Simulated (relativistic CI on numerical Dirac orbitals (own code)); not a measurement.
# One change at a time: Ir²⁹⁺

Base calculation: Dirac-Coulomb-Breit CI, KLI orbitals optimised for each configuration, QED by a radiative potential, unscaled Slater integrals.

Configurations in the expansion (outside the closed core [Ar] 3d10): 4s2 4p6 4d10 4f2, 4s2 4p6 4d9 4f3, 4s2 4p6 4d10 4f 5s, 4s2 4p6 4d10 4f 5p, 4s2 4p6 4d10 5s2, 4s2 4p5 4d10 4f3, 4s2 4p6 4d10 5s 5p, 4s2 4p6 4d10 4f 5d, 4s2 4p6 4d10 5p2, 4s2 4p6 4d10 5s 5d, 4s 4p6 4d10 4f3, 4s2 4p6 4d9 4f2 5s, 4s2 4p6 4d10 5p 5d, 4s2 4p6 4d10 4f 5f, 4s2 4p6 4d9 4f2 5p, 4s2 4p6 4d10 4f 6s, 4s2 4p6 4d10 5d2, 4s2 4p6 4d10 4f 5g, 4s2 4p6 4d10 4f 6p, 4s2 4p6 4d10 4f 6d, 4s2 4p5 4d10 4f2 5s, 4s2 4p6 4d10 4f 7s, 4s2 4p6 4d10 4f 6g, 4s 4p6 4d10 4f 5s2, 4s 4p6 4d10 4f 5p2. Double excitations out of closed p, d and f shells are left out; levels of such configurations are missing from the list, as are those of other unlisted configurations, and high levels can miss mixing partners.

Variants: (1) P86 correlation estimate; (2) QED terms removed; (3) only the first configuration. Shifts of the energy above 4s2 4p6 4d10 4f2 3H_4, in cm⁻¹, for the lowest level and the first level of each name with at least 55 % of one term (blank where a level changes its place among those of its configuration and J or its character, or is not in the variant):

| Level | Base | Δ(1) | Δ(2) | Δ(3) |
| --- | --- | --- | --- | --- |
| 4s2 4p6 4d10 4f2 3H_4 | 0 | 0 | 0 | 0 |
| 4s2 4p6 4d10 4f2 3F_2 | 22241 | +1 | -14 | +1349 |
| 4s2 4p6 4d10 4f2 3H_5 | 34317 | 0 | -139 | +18 |
| 4s2 4p6 4d10 4f2 3F_3 | 49179 | +1 | -139 | +1047 |
| 4s2 4p6 4d10 4f2 3H_6 | 62091 | 0 | -223 | +200 |
| 4s2 4p6 4d10 4f2 3P_0 | 86178 | +3 | -40 | +3478 |
| 4s2 4p6 4d10 4f2 3F_4 | 88024 | 0 | -281 | +498 |
| 4s2 4p6 4d10 4f2 3P_1 | 103489 | +3 | -138 | +3605 |
| 4s2 4p6 4d10 4f2 1I_6 | 107669 | +1 | -198 | +1725 |
| 4s2 4p6 4d10 4f2 3P_2 | 130343 | +2 | -268 | +3357 |
| 4s2 4p6 4d10 4f2 1S_0 | 214662 | +5 | -237 | +1930 |
| 4s2 4p6 4d10 4f 5s 3F°_2 | 1350070 | +12061 | -4402 |  |
| 4s2 4p6 4d10 4f 5s 3F°_3 | 1353652 | +12061 | -4403 |  |
| 4s2 4p6 4d10 4f 5s 3F°_4 | 1388726 | +12061 | -4550 |  |

At this charge energies of transitions that change n are usually good to better than 1 %, and those within a shell (Δn = 0) to a few per cent. Terms inside the open d or f shell come out 10 to 20 % too wide with unscaled integrals.

Ionisation energy from the two ground configurations alone: base 1010.28 eV; P86 correlation estimate 1012.32 eV. The NIST ASD value (theoretical) is 1030 eV.

LS names give the leading component of a level, which can be under half, so a name can repeat, a term be missing and a line seem to break the LS rules.
